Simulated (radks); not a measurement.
Problem. Isoelectronic series with 7 electrons, each ion in its NIST ground configuration. All-electron calculation, scalar-relativistic Kohn-Sham, PBEsol, spin-polarised, spherical densities, point nucleus; open shells are filled with parallel spins first (spin-orbit coupling, left out, can overturn this in heavy ions). Program: a radial shooting solver on a logarithmic mesh with Libxc functionals. Total energies (hartree) and mean radii <r> (bohr):

ion    configuration  E (hartree)    2p up  2s down    2s up
N       [He] 2s2 2p3    -54.35876    1.433    1.369    1.308
V16+    [He] 2s2 2p3   -768.59350   0.2505   0.2909   0.2884
Ga24+   [He] 2s2 2p3  -1447.55160   0.1777   0.2074   0.2062
Ag40+   [He] 2s2 2p3  -3485.23417   0.1115   0.1297   0.1292
Cs48+   [He] 2s2 2p3   -4867.2893  0.09354   0.1082   0.1079
Eu56+   [He] 2s2 2p3   -6513.6026  0.08027  0.09210  0.09185
Lu64+   [He] 2s2 2p3   -8447.5100  0.07004  0.07949  0.07930

Estimate the row of P8+ ([He] 2s2 2p3).

Solution. E (hartree) -305.74706; 2p up 0.4224; 2s down 0.4812; 2s up 0.4743.
